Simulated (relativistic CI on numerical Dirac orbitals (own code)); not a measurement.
# How well does a small relativistic CI reproduce Mo I?

Calculated at this level of theory: Dirac-Coulomb-Breit CI, orbitals from a KLI potential per configuration, model QED, valence Slater integrals scaled by 0.85, P86 correlation energy added to each configuration (own radial code, finite nucleus).

CI space (outside the closed core [Kr]): 4d5 5s, 4d4 5s2, 4d5 5p, 4d4 5s 5p, 4d6, 4d5 5d, 4d5 5f, 4d5 5g, 4d3 5s2 5p, 4d3 5s 5p2, 4d5 6p, 4d3 5s 6s2, 4d3 5s2 6p. Levels of other configurations are missing.

```tsv
Configuration	Term (tabulated)	J	Measured (cm⁻¹)	Computed	Error	Purity (%)
4d5 5s	a 7S	3	0.0	0	0	99
4d5 5s	a 5S	2	10768.3	15825	5057	98
4d4 5s2	a 5D	0	10965.9	14042	3076	68
4d5 5s	a 5G	2	16641.1	18444	1803	98
4d5 5p	z 7P°	2	25614.4	23253	-2361	80
4d4 5s 5p	z 7D°	1	30846.6	28214	-2633	67
4d4 5s 5p	y 7P°	2	31299.9	28938	-2362	79
4d5 5p	z 5G°	5	39445.2	37898	-1547	62
4d5 5p	y 5F°	5	41347.7	40472	-875	73
```

Measured levels from NIST Handbook of Basic Atomic Spectroscopic Data (Sansonetti and Martin, J. Phys. Chem. Ref. Data 34, 1559 (2005)); pairs were made by configuration, J and term (by order where the table uses no LS term), so strongly mixed levels may be paired wrongly.

Mean error by configuration (cm⁻¹): 4d5 5s 3430; 4d4 5s2 3076; 4d5 5p -1595; 4d4 5s 5p -2497. Over the excited levels the mean absolute error is 2464 cm⁻¹ (8 of the 10 excited levels that our extract of the source holds in range could be paired, and the others can miss by more), and the median relative error of those above 1,000 cm⁻¹ is 8.9 %. Some levels of the ground configuration have no partner.

Transition probabilities of persistent lines. The last column rescales the computed rate by the cube of measured over computed energy:

```
λ measured (Å)          Lower              Upper  A tabulated (s⁻¹)  A computed  A rescaled
   3193.98 air  4d5 5s a 7S_3  4d4 5s 5p y 7P°_2           1.53e+08    2.31e+08    2.92e+08
   3902.95 air  4d5 5s a 7S_3     4d5 5p z 7P°_2           6.17e+07    4.96e+07    6.63e+07
```
